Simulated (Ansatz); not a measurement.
Geometry optimisation, RKS BLYP/def2-SVP (Ansatz 0.2.0).

input.yaml

```yaml
crystal:
  periodic: [false, false, false]
  atoms:
    - { symbol: Ge, position_ang: [-0.302528, 0.0, -0.215336] }
    - { symbol: H, position_ang: [1.724253, 0.0, 1.659175] }
    - { symbol: H, position_ang: [2.138879, 0.0, 1.073511] }
    - { symbol: Cl, position_ang: [-1.457952, 1.748943, -1.030425] }
    - { symbol: Cl, position_ang: [-1.457952, -1.748943, -1.030425] }
basis:
  gaussian: { orbitals: def2-SVP }
hamiltonian:
  xc: blyp
relax:
  f_tol: 0.03
  max_steps: 50
```

Command:

```bash
$ ansatz run input.yaml --threads 1 --pin off --max-ram 2048MiB --backend cpu --events-out ev --progress --plain --runs-dir out
```

Question: Where does it end, and by what steps?

Answer: The run converged. The force dipped under the threshold on the way, but the program's further checks kept it going. After 9 steps the energy has fallen by 0.267 eV; H2 moved furthest, 1.37 Å.

```json
{"step": "0", "energy less start (eV)": "0.0000", "largest force component (eV/Å)": "1.630", "accepted": "yes"}
{"step": "1", "energy less start (eV)": "-0.1787", "largest force component (eV/Å)": "0.249", "accepted": "yes"}
{"step": "2", "energy less start (eV)": "-0.2233", "largest force component (eV/Å)": "0.239", "accepted": "yes"}
{"step": "3", "energy less start (eV)": "-0.2486", "largest force component (eV/Å)": "0.040", "accepted": "yes"}
{"step": "4", "energy less start (eV)": "-0.2572", "largest force component (eV/Å)": "0.085", "accepted": "yes"}
{"step": "5", "energy less start (eV)": "-0.2595", "largest force component (eV/Å)": "0.040", "accepted": "yes"}
{"step": "6", "energy less start (eV)": "-0.2622", "largest force component (eV/Å)": "0.026", "accepted": "yes"}
{"step": "7", "energy less start (eV)": "-0.2640", "largest force component (eV/Å)": "0.005", "accepted": "yes"}
{"step": "8", "energy less start (eV)": "-0.2654", "largest force component (eV/Å)": "0.008", "accepted": "yes"}
{"step": "9", "energy less start (eV)": "-0.2665", "largest force component (eV/Å)": "0.003", "accepted": "yes"}
```

```xyz
5
Properties=species:S:1:pos:R:3
Ge -1.052 0.000 -0.747
H 2.831 0.000 2.472
H 3.271 0.000 1.845
Cl -2.202 1.739 -1.557
Cl -2.202 -1.739 -1.557
```

Whether the end is a true minimum wasn't checked by a vibrational analysis.

The run took 12 s on 1 thread of Intel(R) Xeon(R) Platinum 8488C (Sapphire Rapids), on a shared host, peak memory 0.14 GiB.
